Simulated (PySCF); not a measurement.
H$_{3}$BO$_{3}$, triplet, at a GFN2-xTB geometry (a higher spin typed on purpose: for a closed-shell molecule this is an excited state) (in this run its highest filled SCF level lies above zero, so its values depend strongly on the basis, on diffuse functions most of all); PBE/STO-3G (PySCF).

The PySCF input:
```python
from pyscf import gto, scf, dft

mol = gto.Mole()
mol.atom = '''
    O    -1.02347379   -0.76731213    0.27256863
    B     0.09840899   -0.11689956   -0.54606293
    O    -0.36423737    1.24363410   -0.16634577
    O     1.31638202   -0.41805597    0.15962831
    H    -1.84475780   -0.28471114    0.15502295
    H     0.05090108    1.49833329    0.66649203
    H     1.87244483   -1.09525245   -0.21800969
'''
mol.basis = 'sto-3g'
mol.spin = 2
mol.verbose = 4
mol.build()

mf = dft.UKS(mol)
mf.xc = 'pbe'
mf.kernel()
mf.analyze()
```

Output, abridged:

```
PySCF version 2.14.0

[INPUT] verbose = 4
[INPUT] num. atoms = 7
[INPUT] num. electrons = 32
[INPUT] charge = 0
[INPUT] spin (= nelec alpha-beta = 2S) = 2
[INPUT] symmetry False subgroup None
[INPUT] Mole.unit = angstrom
[INPUT] Symbol           X                Y                Z      unit          X                Y                Z       unit  Magmom
[INPUT]  1 O     -1.023473790000  -0.767312130000   0.272568630000 AA   -1.934085158771  -1.450009777757   0.515080060848 Bohr   0.0
[INPUT]  2 B      0.098408990000  -0.116899560000  -0.546062930000 AA    0.185966039295  -0.220908152482  -1.031909384478 Bohr   0.0
[INPUT]  3 O     -0.364237370000   1.243634100000  -0.166345770000 AA   -0.688308873632   2.350127848170  -0.314347947280 Bohr   0.0
[INPUT]  4 O      1.316382020000  -0.418055970000   0.159628310000 AA    2.487601493102  -0.790011288039   0.301653787627 Bohr   0.0
[INPUT]  5 H     -1.844757800000  -0.284711140000   0.155022950000 AA   -3.486087008155  -0.538026079213   0.292950918522 Bohr   0.0
[INPUT]  6 H      0.050901080000   1.498333290000   0.666492030000 AA    0.096189100645   2.831439561419   1.259487400905 Bohr   0.0
[INPUT]  7 H      1.872444830000  -1.095252450000  -0.218009690000 AA    3.538407912058  -2.069727167759  -0.411978606601 Bohr   0.0

nuclear repulsion = 114.035897141123
number of shells = 15
number of NR pGTOs = 69
number of NR cGTOs = 23
basis = sto-3g
ecp = {}

******** <class 'pyscf.dft.uks.UKS'> ********
method = UKS
initial guess = minao
damping factor = 0
level_shift factor = 0
DIIS = <class 'pyscf.scf.diis.CDIIS'>
diis_start_cycle = 1
diis_space = 8
diis_damp = 0
SCF conv_tol = 1e-09
SCF conv_tol_grad = None
SCF max_cycles = 50
direct_scf = True
direct_scf_tol = 1e-13
number electrons alpha = 17  beta = 15
XC library pyscf.dft.libxc version 7.1.2
    S. Lehtola, C. Steigemann, M. J. T. Oliveira, and M. A. L. Marques,  SoftwareX 7, 1–5 (2018)
XC functionals = pbe
    J. P. Perdew, K. Burke, and M. Ernzerhof,  Phys. Rev. Lett. 77, 3865 (1996)
    J. P. Perdew, K. Burke, and M. Ernzerhof,  Phys. Rev. Lett. 78, 1396 (1997)
    J. P. Perdew, K. Burke, and M. Ernzerhof,  Phys. Rev. Lett. 77, 3865 (1996)
    J. P. Perdew, K. Burke, and M. Ernzerhof,  Phys. Rev. Lett. 78, 1396 (1997)
radial grids:
    Treutler-Ahlrichs [JCP 102, 346 (1995); DOI:10.1063/1.469408] (M4) radial grids

becke partition: Becke, JCP 88, 2547 (1988); DOI:10.1063/1.454033
pruning grids: <function nwchem_prune>
grids dens level: 3
symmetrized grids: False
atomic radii adjust function: <function treutler_atomic_radii_adjust>
small_rho_cutoff = 0
Set gradient conv threshold to 3.16228e-05
tot grids = 85720
init E= -249.018860326947

cycle= 1 E= -248.357231605655  delta_E= 0.662  |g|= 0.433  |ddm|= 2.41

cycle= 2 E= -247.636319106347  delta_E= 0.721  |g|= 1.12  |ddm|= 2.05

cycle= 3 E= -248.410950057912  delta_E= -0.775  |g|= 0.338  |ddm|= 1.79

cycle= 4 E= -248.296223937595  delta_E= 0.115  |g|= 0.437  |ddm|= 1.42

cycle= 5 E= -248.471525624493  delta_E= -0.175  |g|= 0.163  |ddm|= 1.37

cycle= 6 E= -248.481336720773  delta_E= -0.00981  |g|= 0.126  |ddm|= 0.446

cycle= 7 E= -248.46551403771  delta_E= 0.0158  |g|= 0.18  |ddm|= 0.637

cycle= 8 E= -248.462881260728  delta_E= 0.00263  |g|= 0.189  |ddm|= 0.0225

cycle= 9 E= -248.477150498599  delta_E= -0.0143  |g|= 0.138  |ddm|= 0.12

cycle= 10 E= -248.491914643034  delta_E= -0.0148  |g|= 0.05  |ddm|= 0.547

cycle= 11 E= -248.494196026461  delta_E= -0.00228  |g|= 0.0148  |ddm|= 0.127

cycle= 12 E= -248.494405246835  delta_E= -0.000209  |g|= 0.00359  |ddm|= 0.0622

cycle= 13 E= -248.494417638113  delta_E= -1.24e-05  |g|= 0.000477  |ddm|= 0.0102

cycle= 14 E= -248.494417862114  delta_E= -2.24e-07  |g|= 4.62e-05  |ddm|= 0.00171

cycle= 15 E= -248.494417863861  delta_E= -1.75e-09  |g|= 1.78e-05  |ddm|= 8.88e-05

cycle= 16 E= -248.494417864162  delta_E= -3.01e-10  |g|= 4.62e-06  |ddm|= 7.38e-05

Extra cycle  E= -248.494417860001  delta_E= 4.16e-09  |g|= 6.68e-05  |ddm|= 0.000223
converged SCF energy = -248.494417860001  <S^2> = 2.0011802  2S+1 = 3.0007867
**** SCF Summaries ****
Total Energy =                        -248.494417860000794
Nuclear Repulsion Energy =             114.035897141122803
One-electron Energy =                 -570.396269387821576
Two-electron Energy =                  207.865954386697979
Two-electron Coulomb Energy =          238.765535418317313
DFT Exchange-Correlation Energy =      -30.899581031619334
**** MO energy ****
                             alpha | beta                alpha | beta
MO #1   energy= -18.5398898053192  | -18.5307007667701  occ= 1 | 1
MO #2   energy= -18.5291096203371  | -18.5223121338148  occ= 1 | 1
MO #3   energy= -18.4635998347331  | -18.4607829702591  occ= 1 | 1
MO #4   energy= -6.23452519922465  | -6.22128415641322  occ= 1 | 1
MO #5   energy= -0.903209957769117 | -0.878053298276376 occ= 1 | 1
MO #6   energy= -0.84524155486935  | -0.818527849327243 occ= 1 | 1
MO #7   energy= -0.819848573636453 | -0.809036299932794 occ= 1 | 1
MO #8   energy= -0.430223493684301 | -0.417100109709499 occ= 1 | 1
MO #9   energy= -0.384186337948483 | -0.369018316448793 occ= 1 | 1
MO #10  energy= -0.345120714990621 | -0.334314973598933 occ= 1 | 1
MO #11  energy= -0.249163203029181 | -0.204694401543589 occ= 1 | 1
MO #12  energy= -0.198150343337028 | -0.175998034301648 occ= 1 | 1
MO #13  energy= -0.1849327104978   | -0.161012616875095 occ= 1 | 1
MO #14  energy= -0.156928563386101 | -0.132957365202754 occ= 1 | 1
MO #15  energy= -0.133248543349597 | -0.0837677313982736 occ= 1 | 1
MO #16  energy= -0.10093953852272  | -0.0724765372022677 occ= 1 | 0
MO #17  energy= 0.0268571960569927 | 0.124207525947671  occ= 1 | 0
MO #18  energy= 0.285289353374089  | 0.303943015955294  occ= 0 | 0
MO #19  energy= 0.292886918226368  | 0.309885819989724  occ= 0 | 0
MO #20  energy= 0.327694958431212  | 0.340017217330738  occ= 0 | 0
MO #21  energy= 0.386363332223695  | 0.4123849982451    occ= 0 | 0
MO #22  energy= 0.458035418164109  | 0.493942529350585  occ= 0 | 0
MO #23  energy= 0.550181700815444  | 0.567367007714114  occ= 0 | 0

To work with the spin densities directly, `use mulliken_meta_spin()` only printing them here.

 ** Mulliken spin pop alpha/beta on meta-lowdin orthogonal AOs **
 ** Mulliken Spin Density (per AO)  **
spin_pop of  0 O 1s       -0.00000
spin_pop of  0 O 2s        0.00618
spin_pop of  0 O 2px       0.08131
spin_pop of  0 O 2py       0.40337
spin_pop of  0 O 2pz       0.09124
spin_pop of  1 B 1s        0.00019
spin_pop of  1 B 2s        0.27832
spin_pop of  1 B 2px       0.00665
spin_pop of  1 B 2py       0.02301
spin_pop of  1 B 2pz       0.48750
spin_pop of  2 O 1s        0.00000
spin_pop of  2 O 2s        0.01600
spin_pop of  2 O 2px       0.06799
spin_pop of  2 O 2py       0.24551
spin_pop of  2 O 2pz       0.10391
spin_pop of  3 O 1s       -0.00000
spin_pop of  3 O 2s        0.00093
spin_pop of  3 O 2px       0.04117
spin_pop of  3 O 2py       0.05743
spin_pop of  3 O 2pz       0.08836
spin_pop of  4 H 1s       -0.01473
spin_pop of  5 H 1s        0.01925
spin_pop of  6 H 1s       -0.00362
 ** Mulliken Spin Density (per atom)  **
spin density of  0 O =      0.58210
spin density of  1 B =      0.79567
spin density of  2 O =      0.43343
spin density of  3 O =      0.18789
spin density of  4 H =     -0.01473
spin density of  5 H =      0.01925
spin density of  6 H =     -0.00362
 ** Mulliken pop alpha/beta on meta-lowdin orthogonal AOs **
 ** Mulliken pop       alpha | beta **
pop of  0 O 1s        0.99993 | 0.99993
pop of  0 O 2s        0.86576 | 0.85958
pop of  0 O 2px       0.64680 | 0.56550
pop of  0 O 2py       0.88873 | 0.48536
pop of  0 O 2pz       0.92648 | 0.83523
pop of  1 B 1s        0.99960 | 0.99941
pop of  1 B 2s        0.65406 | 0.37574
pop of  1 B 2px       0.31530 | 0.30865
pop of  1 B 2py       0.31581 | 0.29280
pop of  1 B 2pz       0.67568 | 0.18818
pop of  2 O 1s        0.99993 | 0.99992
pop of  2 O 2s        0.86294 | 0.84694
pop of  2 O 2px       0.88238 | 0.81439
pop of  2 O 2py       0.80728 | 0.56177
pop of  2 O 2pz       0.71320 | 0.60928
pop of  3 O 1s        0.99991 | 0.99992
pop of  3 O 2s        0.82713 | 0.82620
pop of  3 O 2px       0.71255 | 0.67137
pop of  3 O 2py       0.78066 | 0.72323
pop of  3 O 2pz       0.86027 | 0.77191
pop of  4 H 1s        0.41173 | 0.42646
pop of  5 H 1s        0.43205 | 0.41280
pop of  6 H 1s        0.42183 | 0.42545
In total            17.00000 | 15.00000
 ** Mulliken atomic charges   ( Nelec_alpha | Nelec_beta ) **
charge of  0O =     -0.07330  (     4.32770      3.74560 )
charge of  1B =     -0.12523  (     2.96045      2.16478 )
charge of  2O =     -0.09803  (     4.26573      3.83230 )
charge of  3O =     -0.17313  (     4.18051      3.99262 )
charge of  4H =      0.16181  (     0.41173      0.42646 )
charge of  5H =      0.15516  (     0.43205      0.41280 )
charge of  6H =      0.15272  (     0.42183      0.42545 )
Dipole moment(X, Y, Z, Debye): -0.47300,  0.16364,  0.66903
```
